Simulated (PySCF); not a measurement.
**Atomic charges against the basis set**

Compound: C2H3BF2O2.
Bonds: O1–C2 (double), C2–O3, C2–C4, C4–B5, B5–F6, B5–F7. Hydrogens: H8 on O3; H9, H10 on C4.

PBE0 throughout (PySCF), one geometry, spherical d and f functions. Geometry: PBE0-D3(BJ)/def2-SVP, one conformer, isolated molecule. Atoms taken as equivalent share a column and are averaged. The first 7 of 8 kinds of atom are listed.

Mulliken charges (e):

```tsv
basis	functions	O1	C2	O3	C4	B5	F6/F7	H8
STO-3G	38	-0.252	+0.235	-0.260	-0.291	+0.385	-0.119	+0.231
6-31G	69	-0.398	+0.476	-0.545	-0.647	+0.795	-0.283	+0.404
pcSseg-0	69	-0.480	+0.625	-0.589	-0.965	+1.030	-0.307	+0.387
6-31G*	104	-0.439	+0.572	-0.589	-0.665	+0.711	-0.246	+0.437
cc-pVDZ	113	-0.250	+0.129	-0.174	-0.132	+0.263	-0.082	+0.161
def2-SVP	113	-0.244	+0.141	-0.202	-0.171	+0.271	-0.093	+0.193
aug-cc-pVDZ	188	-0.586	+0.689	-0.473	+0.444	+0.990	-0.409	+0.166
6-311+G(2d,p)	207	-0.431	+0.424	-0.367	-0.721	+0.975	-0.296	+0.304
def2-TZVP	235	-0.313	+0.278	-0.359	-0.299	+0.489	-0.221	+0.334
cc-pVTZ	252	-0.306	+0.275	-0.247	-0.241	+0.388	-0.171	+0.224
IGLO-III	275	-0.458	+0.531	-0.389	-0.487	+0.851	-0.334	+0.302
```

IAO charges (e):

| basis | functions | O1 | C2 | O3 | C4 | B5 | F6/F7 | H8 |
| --- | --- | --- | --- | --- | --- | --- | --- | --- |
| STO-3G | 38 | -0.262 | +0.275 | -0.297 | -0.464 | +0.475 | -0.158 | +0.272 |
| 6-31G | 69 | -0.432 | +0.489 | -0.459 | -0.512 | +0.724 | -0.292 | +0.371 |
| pcSseg-0 | 69 | -0.427 | +0.487 | -0.446 | -0.518 | +0.704 | -0.280 | +0.362 |
| 6-31G* | 104 | -0.461 | +0.546 | -0.476 | -0.517 | +0.767 | -0.304 | +0.371 |
| cc-pVDZ | 113 | -0.454 | +0.542 | -0.475 | -0.517 | +0.753 | -0.300 | +0.372 |
| def2-SVP | 113 | -0.455 | +0.539 | -0.472 | -0.514 | +0.752 | -0.299 | +0.371 |
| aug-cc-pVDZ | 188 | -0.472 | +0.556 | -0.491 | -0.523 | +0.768 | -0.308 | +0.384 |
| 6-311+G(2d,p) | 207 | -0.473 | +0.557 | -0.492 | -0.526 | +0.776 | -0.311 | +0.384 |
| def2-TZVP | 235 | -0.474 | +0.561 | -0.492 | -0.528 | +0.783 | -0.313 | +0.382 |
| cc-pVTZ | 252 | -0.471 | +0.559 | -0.491 | -0.529 | +0.781 | -0.312 | +0.382 |
| IGLO-III | 275 | -0.474 | +0.558 | -0.493 | -0.528 | +0.781 | -0.313 | +0.385 |

Hirshfeld charges (e):

```tsv
basis	functions	O1	C2	O3	C4	B5	F6/F7	H8
STO-3G	38	-0.218	+0.161	-0.137	-0.099	+0.214	-0.060	+0.146
6-31G	69	-0.279	+0.211	-0.179	-0.130	+0.308	-0.127	+0.189
pcSseg-0	69	-0.268	+0.212	-0.173	-0.142	+0.314	-0.128	+0.187
6-31G*	104	-0.285	+0.207	-0.174	-0.129	+0.307	-0.123	+0.190
cc-pVDZ	113	-0.268	+0.204	-0.163	-0.151	+0.300	-0.118	+0.185
def2-SVP	113	-0.275	+0.214	-0.168	-0.155	+0.314	-0.124	+0.188
aug-cc-pVDZ	188	-0.272	+0.205	-0.170	-0.159	+0.332	-0.131	+0.187
6-311+G(2d,p)	207	-0.275	+0.202	-0.170	-0.152	+0.342	-0.138	+0.190
def2-TZVP	235	-0.275	+0.205	-0.171	-0.153	+0.336	-0.135	+0.190
cc-pVTZ	252	-0.274	+0.207	-0.169	-0.155	+0.331	-0.132	+0.188
IGLO-III	275	-0.273	+0.205	-0.171	-0.157	+0.340	-0.135	+0.188
```

Some averages cover members that differ in this geometry, most widely: F6/F7, Mulliken in aug-cc-pVDZ -0.460 to -0.357; F6/F7, Mulliken in 6-311+G(2d,p) -0.322 to -0.269 e.

Task: Which scheme is steadiest as the basis changes?

Result: Largest range over the bases for any column: Hirshfeld 0.13 e, IAO 0.31 e, Mulliken 1.41 e. Hirshfeld charges move least and Mulliken charges most, counted in e. Without the minimal STO-3G basis the ranges are Hirshfeld 0.04, IAO 0.08, Mulliken 1.41 e.

Task: How much do the charges still move between the two largest bases, cc-pVTZ and IGLO-III?

Result: At most, over all atoms: Mulliken 0.463 e, IAO 0.003 e, Hirshfeld 0.009 e.

Task: What do the same runs give for the total energy, the frontier levels and the dipole moment?

Result: 
```csv
basis,energy (Eh),HOMO (eV),LUMO (eV),μ (D)
STO-3G,-446.4684,-4.25,3.73,1.02
6-31G,-452.5337,-8.34,-0.21,1.84
pcSseg-0,-451.6252,-8.49,-0.23,1.77
6-31G*,-452.6671,-7.99,0.29,1.69
cc-pVDZ,-452.7068,-8.01,0.12,1.74
def2-SVP,-452.3434,-8.17,0.04,1.77
aug-cc-pVDZ,-452.7410,-8.41,-0.37,1.88
"6-311+G(2d,p)",-452.8324,-8.46,-0.31,1.89
def2-TZVP,-452.8760,-8.38,-0.15,1.86
cc-pVTZ,-452.8553,-8.30,-0.08,1.83
IGLO-III,-452.8844,-8.42,-0.23,1.88
```

The dipole is fixed by the density alone, so its range of 0.87 D shows that the density itself changes with the basis, not only its division among atoms.
